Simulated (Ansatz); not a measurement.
```yaml
crystal:
  periodic: [false, false, false]
  atoms:
    - {symbol: C, position_ang: [-4.116892, 2.277953, -0.045891]}
    - {symbol: Si, position_ang: [-3.904918, 0.364108, 1.081528]}
    - {symbol: C, position_ang: [-4.765971, -0.940888, -0.339987]}
    - {symbol: Cl, position_ang: [-4.984528, 0.718431, 2.536960]}
    - {symbol: C, position_ang: [-2.174927, -0.325412, 1.238523]}
    - {symbol: C, position_ang: [-1.114719, -0.379515, -0.256217]}
    - {symbol: C, position_ang: [-0.073724, -0.837131, 0.113551]}
    - {symbol: F, position_ang: [0.181578, -2.028234, 1.034012]}
    - {symbol: F, position_ang: [1.066706, 0.195197, 1.061036]}
    - {symbol: C, position_ang: [0.899227, -0.594799, -1.017956]}
    - {symbol: F, position_ang: [0.285494, -1.831484, -2.004295]}
    - {symbol: F, position_ang: [1.278375, 0.198860, -1.678009]}
    - {symbol: C, position_ang: [2.546523, -1.666062, -0.951289]}
    - {symbol: F, position_ang: [3.071735, -1.607435, -2.133310]}
    - {symbol: F, position_ang: [2.419479, -2.907798, -0.576642]}
    - {symbol: C, position_ang: [3.631191, -0.595004, 0.076203]}
    - {symbol: F, position_ang: [4.794281, -1.572953, -0.039263]}
    - {symbol: F, position_ang: [3.299805, -0.639731, 1.239813]}
    - {symbol: C, position_ang: [3.903712, 0.812677, -0.659153]}
    - {symbol: F, position_ang: [3.042815, 1.591805, 0.247413]}
    - {symbol: F, position_ang: [4.331836, 1.042736, -1.318813]}
    - {symbol: C, position_ang: [5.414463, 1.144011, 0.441919]}
    - {symbol: F, position_ang: [5.227162, 0.695268, 1.783483]}
    - {symbol: F, position_ang: [4.977344, 2.757641, 0.089586]}
    - {symbol: F, position_ang: [6.172748, 0.733518, -0.269932]}
    - {symbol: H, position_ang: [-3.324116, 2.014233, -1.238966]}
    - {symbol: H, position_ang: [-3.027076, 2.596788, 0.660044]}
    - {symbol: H, position_ang: [-4.923849, 2.509103, -0.044716]}
    - {symbol: H, position_ang: [-5.791884, -0.432434, -0.307410]}
    - {symbol: H, position_ang: [-4.448517, -1.072197, -1.329152]}
    - {symbol: H, position_ang: [-4.747506, -2.092620, 0.416882]}
    - {symbol: H, position_ang: [-1.951010, -1.091190, 1.607832]}
    - {symbol: H, position_ang: [-1.411153, 0.700156, 1.652278]}
    - {symbol: H, position_ang: [-1.301140, 0.526115, -0.819711]}
    - {symbol: H, position_ang: [-1.765312, -0.989679, -0.644410]}
basis:
  gaussian: {orbitals: def2-TZVP, fitting: {mean_field: def2-universal-jkfit}, final_grid: {core_spheres: 5, valence_spheres: 4, degree: 11}}
total_charge: -1
magnetization: {spin_polarized: true, initial_magnetization: 1}
hamiltonian: {xc: {name: PBE}}
scf: {omitted_lower_state_checks: [starts]}
output: {forces: true}
```

```sh
$ ansatz run in.yaml --threads 2 --pin off --events-out ev --progress --plain --max-ram 32768MiB --backend cuda --devices 0, --max-vram 18GiB
```

It prints (some lines left out):

```
Functional definition: PBE
  name "PBE"
  cite "Perdew, Burke & Ernzerhof, Phys. Rev. Lett. 77, 3865 (1996) doi:10.1103/PhysRevLett.77.3865"
  parent pbe
  parameter kappa = 0.804
  parameter beta = 0.06672455060314922
  exchange = pbe_x(kappa = kappa, mu = beta*pi^2/3)
  correlation = pbe_c(beta = beta)
these checks for a lower state are left out or cut short: starts
2187 factors; integrals over basis functions are off by at most 1.6e0 eV
mean field evaluation 1: about -66113.2903 eV, gradient 1.1e2 eV
mean field evaluation 2: about -64054.7963 eV, gradient 4.5e2 eV
mean field evaluation 4: about -66098.9384 eV, gradient 1.1e2 eV
mean field evaluation 8: about -66172.4035 eV, gradient 1.8e1 eV
mean field evaluation 16: about -66175.0287 eV, gradient 7.1e-4 eV
mean field -66175.02870265 eV, -2431.8874497769 hartree, gradient 3.3e-5 eV, S^2 0.752705; 0 other end points of the search recorded, 0 dependent functions left out
the calculation of the forces begins
reference -66175.02877483 eV, -2431.8874524294 hartree; 110, 109 occupied and 737, 738 virtual orbitals, 2187 factors
Total energy: -66175.02877483 eV, -2431.8874524294 hartree
Atom 0 at    -4.116892     2.277953    -0.045891 Å, force    25.377642    -9.001966    -0.053092 eV/Å
Atom 1 at    -3.904918     0.364108     1.081528 Å, force     3.453828    -1.170217    -9.258720 eV/Å
Atom 2 at    -4.765971    -0.940888    -0.339987 Å, force    -1.797761    -0.787479     6.099052 eV/Å
Atom 3 at    -4.984528     0.718431     2.536960 Å, force    -3.684816     0.963537     5.299220 eV/Å
Atom 4 at    -2.174927    -0.325412     1.238523 Å, force    -1.226851    16.554317    -4.843098 eV/Å
Atom 5 at    -1.114719    -0.379515    -0.256217 Å, force   -14.070221     6.540238     0.370340 eV/Å
Atom 6 at    -0.073724    -0.837131     0.113551 Å, force    17.080106    -4.409967     3.792204 eV/Å
Atom 7 at     0.181578    -2.028234     1.034012 Å, force    -1.272582     2.346513    -2.890004 eV/Å
Atom 8 at     1.066706     0.195197     1.061036 Å, force    -0.990148     0.820455     0.621860 eV/Å
Atom 9 at     0.899227    -0.594799    -1.017956 Å, force    -1.218325   -20.376415    10.765311 eV/Å
Atom 10 at     0.285494    -1.831484    -2.004295 Å, force    -0.082205     1.025452    -0.398539 eV/Å
Atom 11 at     1.278375     0.198860    -1.678009 Å, force     3.648482    15.094881   -10.639379 eV/Å
Atom 12 at     2.546523    -1.666062    -0.951289 Å, force    -2.015192     4.466878     4.577061 eV/Å
Atom 13 at     3.071735    -1.607435    -2.133310 Å, force     1.050027     0.071194    -3.064916 eV/Å
Atom 14 at     2.419479    -2.907798    -0.576642 Å, force    -0.027918    -1.216574     0.502012 eV/Å
Atom 15 at     3.631191    -0.595004     0.076203 Å, force    -0.895951    -4.643327    -8.489426 eV/Å
Atom 16 at     4.794281    -1.572953    -0.039263 Å, force     0.215708     1.592924    -0.194017 eV/Å
Atom 17 at     3.299805    -0.639731     1.239813 Å, force    -1.002665     0.467906     5.017368 eV/Å
Atom 18 at     3.903712     0.812677    -0.659153 Å, force   -64.815976   -39.378983   116.912135 eV/Å
Atom 19 at     3.042815     1.591805     0.247413 Å, force    -1.766354     0.756118    -2.252304 eV/Å
Atom 20 at     4.331836     1.042736    -1.318813 Å, force    65.440206    38.216766  -113.786502 eV/Å
Atom 21 at     5.414463     1.144011     0.441919 Å, force   -16.512345     4.368689     9.782441 eV/Å
Atom 22 at     5.227162     0.695268     1.783483 Å, force     3.039853     1.311338    -0.318334 eV/Å
Atom 23 at     4.977344     2.757641     0.089586 Å, force     2.694207     0.185521     0.703741 eV/Å
Atom 24 at     6.172748     0.733518    -0.269932 Å, force    13.962547    -5.053789    -8.226728 eV/Å
Atom 25 at    -3.324116     2.014233    -1.238966 Å, force    -3.076824     0.871553     3.336106 eV/Å
Atom 26 at    -3.027076     2.596788     0.660044 Å, force    -3.780856     0.544088    -1.769065 eV/Å
Atom 27 at    -4.923849     2.509103    -0.044716 Å, force   -17.539669     6.004185     0.054751 eV/Å
Atom 28 at    -5.791884    -0.432434    -0.307410 Å, force     0.737899    -1.260165    -0.197166 eV/Å
Atom 29 at    -4.448517    -1.072197    -1.329152 Å, force     1.130037    -0.230782    -1.362287 eV/Å
Atom 30 at    -4.747506    -2.092620     0.416882 Å, force    -0.365677     3.147809    -2.597083 eV/Å
Atom 31 at    -1.951010    -1.091190     1.607832 Å, force     3.429546   -11.606936     6.026919 eV/Å
Atom 32 at    -1.411153     0.700156     1.652278 Å, force    -2.219518    -2.995925    -0.236368 eV/Å
Atom 33 at    -1.301140     0.526115    -0.819711 Å, force     0.772589     0.836007    -0.259874 eV/Å
Atom 34 at    -1.765312    -0.989679    -0.644410 Å, force    -3.670821    -4.053846    -3.023615 eV/Å
Dipole moment:     0.307178     0.348896    -0.677583 e Å
Checks for a lower state left out: starts
```

It took 26 s on 2 threads of AMD EPYC 7R13 on a shared host and a share (18 GiB) of an NVIDIA H100 80GB HBM3.

The highest occupied level of an anion often lies above zero with these methods, and sets without diffuse functions describe the outer electron poorly.

The dipole of an ion depends on the origin.
